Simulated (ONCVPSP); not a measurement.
**Pseudopotential generation for Pd (Z = 46): ONCV, PBE, fully relativistic.**

Input for ONCVPSP 4.0.1:

```
# ATOM AND REFERENCE CONFIGURATION
# atsym  z   nc   nv     iexc    psfile
  Pd 46.00    6    3        4      upf
#
#   n    l    f
    1    0    2.00
    2    0    2.00
    2    1    6.00
    3    0    2.00
    3    1    6.00
    3    2   10.00
    4    0    2.00
    4    1    6.00
    4    2   10.00
#
# PSEUDOPOTENTIAL AND OPTIMIZATION
# lmax
    2
#
#   l,   rc,      ep,       ncon, nbas, qcut
    0    0.90    0.00    4    8    6.10
    1    1.40    0.00    4    8   10.60
    2    1.70    0.00    4    9    8.90
#
# LOCAL POTENTIAL
# lloc, lpopt,  rc(5),   dvloc0
    4    4    0.80    4.00
#
# VANDERBILT-KLEINMAN-BYLANDER PROJECTORs
# l, nproj, debl
    0    2    3.80
    1    3    2.10
    2    3    1.50
#
# MODEL CORE CHARGE
# icmod, fcfact, rcfact
    3    4.75    1.65
#
# LOG DERIVATIVE ANALYSIS
# epsh1, epsh2, depsh
   -5.00    5.00    0.04
#
# OUTPUT GRID
# rlmax, drl
    6.00    0.01
#
# TEST CONFIGURATIONS
# ncnf
    4
# nvcnf
#   n    l    f
    3
    4    0    2.00
    4    1    6.00
    4    2    9.00
#
    3
    4    0    2.00
    4    1    6.00
    4    2    8.00
#
    3
    4    0    2.00
    4    1    6.00
    4    2    7.00
#
    3
    4    0    2.00
    4    1    5.00
    4    2   10.00
#
```

Command:

```bash
oncvpspr.x < Pd.dat > Pd.out
```

Resulting log (shortened: citation, most of the input echo, consistency checks and plot data are left out):

```
ONCVPSP  (Optimized Norm-Conservinng Vanderbilt PSeudopotential)
relativistic version 4.0.1

#   n    l    f        energy (Ha)
    1    0    2.00    -8.8759626D+02
    2    0    2.00    -1.2955597D+02
    2    1    6.00    -1.1430941D+02    -1.2016738D+02
    3    0    2.00    -2.3357273D+01
    3    1    6.00    -1.8631348D+01    -1.9652365D+01
    3    2   10.00    -1.1869869D+01    -1.2073433D+01
    4    0    2.00    -3.1341465D+00
    4    1    6.00    -1.8300531D+00    -1.9927025D+00
    4    2   10.00    -1.4263974D-01    -1.5861910D-01

Reference configufation results
  iterations    33
  all-electron total energy (Ha)   -5.04694088D+03

Begin loop to  construct optimized pseudo wave functions
and semi-local pseudopoentials for all angular momenta

   Wellstate for l =  0  n =  6 kap= -1
     eigenvalue =   0.6659
     asymptotic potential =   1.1659
     half-point radius =  5.0465

Calculating optimized projector #   1

 for l=   0

    Fraction of norm inside rc  0.473226
    Optimizing pswf for qcut=   6.11 a_B^-1,  ecut=  18.65 Ha
    Residual kinetic energy error=  9.26D-02 Ha

    Energy error per electron        Cutoff
         Ha          eV             Ha
         0.01000     0.27211       89.82
         0.00100     0.02721      194.94
         0.00010     0.00272      225.23
         0.00001     0.00027      299.82

Calculating optimized projector #   2

 for l=   0

    Fraction of norm inside rc  0.023496
    Optimizing pswf for qcut=   6.11 a_B^-1,  ecut=  18.65 Ha
    Residual kinetic energy error=  1.22D-02 Ha

    Energy error per electron        Cutoff
         Ha          eV             Ha
         0.01000     0.27211       19.54
         0.00100     0.02721       88.86
         0.00010     0.00272      267.51
         0.00001     0.00027      308.79

   Wellstate for l =  1  n =  5 kap= -2
     eigenvalue =   0.2699
     asymptotic potential =   0.7699
     half-point radius =  3.9736

   Wellstate for l =  1  n =  6 kap= -2
     eigenvalue =   2.3699
     asymptotic potential =   2.8699
     half-point radius =  3.0463

Calculating optimized projector #   1

 for l=   1

    Fraction of norm inside rc  0.829440
    Optimizing pswf for qcut=  10.61 a_B^-1,  ecut=  56.33 Ha
    Residual kinetic energy error=  1.80D-07 Ha

    Energy error per electron        Cutoff
         Ha          eV             Ha
         0.01000     0.27211       23.72
         0.00100     0.02721       35.12
         0.00010     0.00272       42.64
         0.00001     0.00027       48.17

Calculating optimized projector #   2

 for l=   1

    Fraction of norm inside rc  0.049850
    Optimizing pswf for qcut=  10.61 a_B^-1,  ecut=  56.33 Ha
    Residual kinetic energy error=  1.02D-07 Ha

    Energy error per electron        Cutoff
         Ha          eV             Ha
         0.01000     0.27211       10.52
         0.00100     0.02721       28.82
         0.00010     0.00272       39.03
         0.00001     0.00027       46.07

Calculating optimized projector #   3

 for l=   1

    Fraction of norm inside rc  0.066682
    Optimizing pswf for qcut=  10.61 a_B^-1,  ecut=  56.33 Ha
    Residual kinetic energy error=  6.15D-07 Ha

    Energy error per electron        Cutoff
         Ha          eV             Ha
         0.01000     0.27211       13.63
         0.00100     0.02721       34.36
         0.00010     0.00272       43.50
         0.00001     0.00027       50.21

   Wellstate for l =  1  n =  5 kap=  1
     eigenvalue =   0.1073

   Wellstate for l =  1  n =  6 kap=  1
     eigenvalue =   2.3526

Calculating optimized projector #   1

 for l=   1

    Fraction of norm inside rc  0.852083
    Optimizing pswf for qcut=  10.61 a_B^-1,  ecut=  56.33 Ha
    Residual kinetic energy error=  1.78D-07 Ha

    Energy error per electron        Cutoff
         Ha          eV             Ha
         0.01000     0.27211       20.16
         0.00100     0.02721       34.51
         0.00010     0.00272       42.38
         0.00001     0.00027       48.01

Calculating optimized projector #   2

 for l=   1

    Fraction of norm inside rc  0.048277
    Optimizing pswf for qcut=  10.61 a_B^-1,  ecut=  56.33 Ha
    Residual kinetic energy error=  1.21D-07 Ha

    Energy error per electron        Cutoff
         Ha          eV             Ha
         0.01000     0.27211       11.05
         0.00100     0.02721       27.81
         0.00010     0.00272       38.86
         0.00001     0.00027       46.12

Calculating optimized projector #   3

 for l=   1

    Fraction of norm inside rc  0.070012
    Optimizing pswf for qcut=  10.61 a_B^-1,  ecut=  56.33 Ha
    Residual kinetic energy error=  7.56D-07 Ha

    Energy error per electron        Cutoff
         Ha          eV             Ha
         0.01000     0.27211       13.76
         0.00100     0.02721       34.08
         0.00010     0.00272       43.65
         0.00001     0.00027       50.47

   Wellstate for l =  2  n =  5 kap= -3
     eigenvalue =   1.3574
     asymptotic potential =   1.8574
     half-point radius =  2.8868

   Wellstate for l =  2  n =  6 kap= -3
     eigenvalue =   2.8574
     asymptotic potential =   3.3574
     half-point radius =  3.2816

Calculating optimized projector #   1

 for l=   2

    Fraction of norm inside rc  0.652283
    Optimizing pswf for qcut=   8.91 a_B^-1,  ecut=  39.68 Ha
    Residual kinetic energy error=  5.70D-07 Ha

    Energy error per electron        Cutoff
         Ha          eV             Ha
         0.01000     0.27211       21.14
         0.00100     0.02721       27.00
         0.00010     0.00272       31.73
         0.00001     0.00027       35.36

Calculating optimized projector #   2

 for l=   2

    Fraction of norm inside rc  0.181551
    Optimizing pswf for qcut=   8.91 a_B^-1,  ecut=  39.68 Ha
    Residual kinetic energy error=  1.40D-06 Ha

    Energy error per electron        Cutoff
         Ha          eV             Ha
         0.01000     0.27211       21.50
         0.00100     0.02721       27.71
         0.00010     0.00272       32.63
         0.00001     0.00027       36.85

Calculating optimized projector #   3

 for l=   2

    Fraction of norm inside rc  0.120834
    Optimizing pswf for qcut=   8.91 a_B^-1,  ecut=  39.68 Ha
    Residual kinetic energy error=  3.43D-06 Ha

    Energy error per electron        Cutoff
         Ha          eV             Ha
         0.01000     0.27211       22.34
         0.00100     0.02721       28.72
         0.00010     0.00272       33.82
         0.00001     0.00027       38.06

   Wellstate for l =  2  n =  5 kap=  2
     eigenvalue =   1.3414

   Wellstate for l =  2  n =  6 kap=  2
     eigenvalue =   2.8480

Calculating optimized projector #   1

 for l=   2

    Fraction of norm inside rc  0.668226
    Optimizing pswf for qcut=   8.91 a_B^-1,  ecut=  39.68 Ha
    Residual kinetic energy error=  6.15D-07 Ha

    Energy error per electron        Cutoff
         Ha          eV             Ha
         0.01000     0.27211       21.41
         0.00100     0.02721       27.26
         0.00010     0.00272       31.99
         0.00001     0.00027       35.56

Calculating optimized projector #   2

 for l=   2

    Fraction of norm inside rc  0.179850
    Optimizing pswf for qcut=   8.91 a_B^-1,  ecut=  39.68 Ha
    Residual kinetic energy error=  1.56D-06 Ha

    Energy error per electron        Cutoff
         Ha          eV             Ha
         0.01000     0.27211       21.70
         0.00100     0.02721       27.92
         0.00010     0.00272       32.80
         0.00001     0.00027       37.01

Calculating optimized projector #   3

 for l=   2

    Fraction of norm inside rc  0.122234
    Optimizing pswf for qcut=   8.91 a_B^-1,  ecut=  39.68 Ha
    Residual kinetic energy error=  3.86D-06 Ha

    Energy error per electron        Cutoff
         Ha          eV             Ha
         0.01000     0.27211       22.57
         0.00100     0.02721       28.94
         0.00010     0.00272       34.02
         0.00001     0.00027       38.24

Construct Vanderbilt / Kleinmman-Bylander projectors

B matrix Hermiticity error, ll=  0  kap= -1
   1   2   -4.4481D-04

  Orthonormal projector coefficients  3.5947E+01  1.0258E+01

B matrix Hermiticity error, ll=  1  kap= -2
   1   2    2.4609D-04
   1   3   -5.9147D-04
   2   3    1.0402D-04

  Orthonormal projector coefficients  1.3844E+01  3.5863E+00  2.6590E-01

B matrix Hermiticity error, ll=  1  kap=  1
   1   2    2.6932D-04
   1   3   -6.2914D-04
   2   3    1.0549D-04

  Orthonormal projector coefficients  1.3599E+01  3.8080E+00  3.3315E-01

B matrix Hermiticity error, ll=  2  kap= -3
   1   2    2.0106D-04
   1   3   -3.0280D-04
   2   3    1.2997D-04

  Orthonormal projector coefficients  2.0811E+01  2.5012E+00 -1.5413E+00

B matrix Hermiticity error, ll=  2  kap=  2
   1   2    2.0502D-04
   1   3   -3.0921D-04
   2   3    1.3060D-04

  Orthonormal projector coefficients -4.7848E+01  2.8302E+00 -1.1928E+00

 Orthonormal scalar projector coefficients, l =  1
  1.3750E+01  3.6672E+00  2.9192E-01  2.0744E-03  7.8234E-05  4.0318E-06

 Orthonormal spin-orbit projector coefficients, l =  1
 -6.1061E-01  5.1937E-01  5.8268E-02  7.3071E-03 -3.5318E-03 -1.6157E-04

 Orthonormal scalar projector coefficients, l =  2
 -7.6582E+00  3.3432E+00 -1.1463E+00  3.9415E-02 -8.5966E-05  1.2508E-05

 Orthonormal spin-orbit projector coefficients, l =  2
  2.7245E+01 -1.0167E-01  3.9306E-02  1.0095E-02 -5.9908E-04  5.5972E-04

Model core correction analysis
  based on d2Exc/dn_idn_j

d2excae - all-electron derivatives

   -2.600743D-02   -2.293420D-02   -1.275800D-02
   -2.293427D-02   -2.117348D-02   -1.316658D-02
   -1.275810D-02   -1.316663D-02   -1.264247D-02

d2excps - pseudofunction derivatives with no core correction

   -3.817416D-02   -3.359843D-02   -1.830997D-02
   -3.359875D-02   -3.067270D-02   -1.867420D-02
   -1.831034D-02   -1.867435D-02   -1.777316D-02

rms 2nd derivative error    8.262138E-03

rmatch, rhocmatch    0.6361   21.8568

Teter function model core charge with specified parameters

d2excps - pseudofunction derivatives with core correction

   -2.738979D-02   -2.482244D-02   -1.498084D-02
   -2.482251D-02   -2.352199D-02   -1.595302D-02
   -1.498092D-02   -1.595305D-02   -1.666730D-02

rms 2nd derivative error    2.498154E-03

Pseudoatom total energy -128.403504

Diagnostic tests using Vanderbilt-Kleinman-Bylander pseudopotentials
  relativistic with J = L +/- 1/2 projectors

   l  kap   rcore       rmatch      e in        delta e    norm test   slope test

   0  -1   0.9052899   0.9327764  -3.1341465  -0.0000859   1.0002094   1.0003208
   0  -1   0.9052899   0.9327764   0.6658535   0.0000219   1.0006751   1.0006751

   1  -2   1.4010068   1.4435444  -1.8300531  -0.0000096   1.0001703   1.0001936
   1   1   1.4010068   1.4435444  -1.9927025   0.0000005   1.0001846   1.0001882
   1  -2   1.4010068   1.4435444   0.2699469   0.0000167   1.0003815   1.0003815
   1   1   1.4010068   1.4435444   0.2526251   0.0000231   1.0003917   1.0003917
   1  -2   1.4010068   1.4435444   2.3699469   0.0000883   1.0004296   1.0004296
   1   1   1.4010068   1.4435444   2.3432849   0.0001023   1.0004197   1.0004197

   2  -3   1.7067645   1.7585856  -0.1426397   0.0000009   1.0000856   1.0001211
   2   2   1.7067645   1.7585856  -0.1586191   0.0000721   1.0000835   1.0002387
   2  -3   1.7067645   1.7585856   1.3573603   0.0000855   1.0002446   1.0002446
   2   2   1.7067645   1.7585856   1.3479597   0.0003645   1.0001686   1.0001686
   2  -3   1.7067645   1.7585856   2.8573602   0.0001143   1.0003429   1.0003429
   2   2   1.7067645   1.7585856   2.8504938   0.0003664   1.0004446   1.0004446

Diagnostic tests using Vanderbilt-Kleinman-Bylander pseudopotentials
  relativistic with scalar and spin-orbit non-local projectors

   l  kap   rcore       rmatch      e in        delta e    norm test   slope test

   0  -1   0.9052899   0.9327764  -3.1341465  -0.0000859   1.0002094   1.0003208
   0  -1   0.9052899   0.9327764   0.6658535   0.0000219   1.0006751   1.0006751

   1  -2   1.4010068   1.4435444  -1.8300531  -0.0001258   1.0001444   1.0001160
   1   1   1.4010068   1.4435444  -1.9927025  -0.0001132   1.0001556   1.0001144
   1  -2   1.4010068   1.4435444   0.2699469   0.0000151   1.0003757   1.0003757
   1   1   1.4010068   1.4435444   0.2526251   0.0000206   1.0003972   1.0003972
   1  -2   1.4010068   1.4435444   2.3699469  -0.0000025   1.0004648   1.0004648
   1   1   1.4010068   1.4435444   2.3432849  -0.0000185   1.0004563   1.0004563

   2  -3   1.7067645   1.7585856  -0.1426397  -0.0027182   1.0005418   0.9934459
   2   2   1.7067645   1.7585856  -0.1586191   0.0042844   0.9992445   1.0098573
   2  -3   1.7067645   1.7585856   1.3573603  -0.0054547   0.9998313   0.9998313
   2   2   1.7067645   1.7585856   1.3479597   0.0085527   1.0008925   1.0008925
   2  -3   1.7067645   1.7585856   2.8573602  -0.0027777   0.9994449   0.9994449
   2   2   1.7067645   1.7585856   2.8504938   0.0045244   1.0017518   1.0017518

Ghost test for J = L + 1/2

 Testing for bound ghosts
   n   l    E NL Schr. Eq   E Basis Diag.   E Cutoff

   1   0       -3.134232       -3.131611    318.55

   2   1       -1.830063       -1.830013    201.80

   3   2       -0.142639       -0.138496    190.27

 Testing for highly-localized positive-energy ghosts
       l    <radius>/rc     E Basis Diag.   E Cutoff

       2        0.387555       46.440621    190.27  WARNING - GHOST(+)

Ghost test for J = L - 1/2

 Testing for bound ghosts
   n   l    E NL Schr. Eq   E Basis Diag.   E Cutoff

   1   0       -3.134232       -3.131611    318.55

   2   1       -1.992702       -1.992671    201.80

       2                      -22.123347    190.27  WARNING - GHOST(-)
   3   2       -0.158547       -0.154971    190.27

 Testing for highly-localized positive-energy ghosts
       l    <radius>/rc     E Basis Diag.   E Cutoff

Test configuration 0

   n   l kap    f        eae           eps        diff
   1   0  -1  2.0000 -887.59625507
   2   0  -1  2.0000 -129.55597344
   2   1  -2  4.0000 -114.30940848
   2   1   1  2.0000 -120.16738464
   3   0  -1  2.0000  -23.35727345
   3   1  -2  4.0000  -18.63134762
   3   1   1  2.0000  -19.65236550
   3   2  -3  6.0000  -11.86986916
   3   2   2  4.0000  -12.07343301
   4   0  -1  2.0000   -3.13414646   -3.13423233   -8.59E-05
   4   1  -2  4.0000   -1.83005312   -1.83006273   -9.61E-06
   4   1   1  2.0000   -1.99270251   -1.99270197    5.43E-07
   4   2  -3  6.0000   -0.14263974   -0.14263886    8.81E-07
   4   2   2  4.0000   -0.15861910   -0.15854704    7.21E-05

    Total energies and differences
      AE_ref= -5.04694088E+03  AE_tst= -5.04694088E+03  dif=  0.00E+00
      PS_ref= -1.28403504E+02  PS_tst= -1.28403504E+02  dif= -5.12E-13
      PSP excitation error=  5.12E-13

Test configuration 1

   n   l kap    f        eae           eps        diff
   1   0  -1  2.0000 -888.01251174
   2   0  -1  2.0000 -129.97439625
   2   1  -2  4.0000 -114.72764223
   2   1   1  2.0000 -120.58555265
   3   0  -1  2.0000  -23.77613505
   3   1  -2  4.0000  -19.05022063
   3   1   1  2.0000  -20.07121341
   3   2  -3  6.0000  -12.28882259
   3   2   2  4.0000  -12.49238009
   4   0  -1  2.0000   -3.55101989   -3.55088808    1.32E-04
   4   1  -2  4.0000   -2.24354052   -2.24340522    1.35E-04
   4   1   1  2.0000   -2.40718090   -2.40699164    1.89E-04
   4   2  -3  5.4000   -0.53007339   -0.53006364    9.75E-06
   4   2   2  3.6000   -0.54769696   -0.54759945    9.75E-05

    Total energies and differences
      AE_ref= -5.04694088E+03  AE_tst= -5.04660573E+03  dif=  3.35E-01
      PS_ref= -1.28403504E+02  PS_tst= -1.28068397E+02  dif=  3.35E-01
      PSP excitation error=  3.65E-05

Test configuration 2

   n   l kap    f        eae           eps        diff
   1   0  -1  2.0000 -888.52902505
   2   0  -1  2.0000 -130.49518915
   2   1  -2  4.0000 -115.24816850
   2   1   1  2.0000 -121.10597673
   3   0  -1  2.0000  -24.29469071
   3   1  -2  4.0000  -19.56875243
   3   1   1  2.0000  -20.58982827
   3   2  -3  6.0000  -12.80785722
   3   2   2  4.0000  -13.01144774
   4   0  -1  2.0000   -4.05796450   -4.05746093    5.04E-04
   4   1  -2  4.0000   -2.74355637   -2.74324656    3.10E-04
   4   1   1  2.0000   -2.90922397   -2.90879315    4.31E-04
   4   2  -3  4.8000   -0.99633243   -0.99623585    9.66E-05
   4   2   2  3.2000   -1.01569014   -1.01547194    2.18E-04

    Total energies and differences
      AE_ref= -5.04694088E+03  AE_tst= -5.04584065E+03  dif=  1.10E+00
      PS_ref= -1.28403504E+02  PS_tst= -1.27303394E+02  dif=  1.10E+00
      PSP excitation error=  1.18E-04

Test configuration 3

psatom_r: WARNING lschvkbb convergence error n,l,kap,iter=   3   2  -3

ea(ii),et,emin,emax -1.426389E-01 -1.569027E-01 -1.569027E-01 -1.569027E-01
run_config_r: WARNING for fully non-local PS atom,
 WARNING no output for configuration 4

Test configuration 4

   n   l kap    f        eae           eps        diff
   1   0  -1  2.0000 -888.15513230
   2   0  -1  2.0000 -130.07169209
   2   1  -2  4.0000 -114.82874940
   2   1   1  2.0000 -120.68798980
   3   0  -1  2.0000  -23.86760585
   3   1  -2  4.0000  -19.14168387
   3   1   1  2.0000  -20.16303517
   3   2  -3  6.0000  -12.37842439
   3   2   2  4.0000  -12.58206267
   4   0  -1  2.0000   -3.60358023   -3.60640966   -2.83E-03
   4   1  -2  3.3333   -2.28974587   -2.29188783   -2.14E-03
   4   1   1  1.6667   -2.45533435   -2.45793995   -2.61E-03
   4   2  -3  6.0000   -0.55972082   -0.55958235    1.38E-04
   4   2   2  4.0000   -0.57805879   -0.57786448    1.94E-04

    Total energies and differences
      AE_ref= -5.04694088E+03  AE_tst= -5.04483620E+03  dif=  2.10E+00
      PS_ref= -1.28403504E+02  PS_tst= -1.26297700E+02  dif=  2.11E+00
      PSP excitation error= -1.13E-03
```

Note: ghosts flagged at negative energy: d3/2 at -602.0 eV; GHOST(+) flags only above 600 eV. A true bound ghost makes a file unfit for plane-wave use.

The run took about 5.2 s on one core of a shared server CPU.
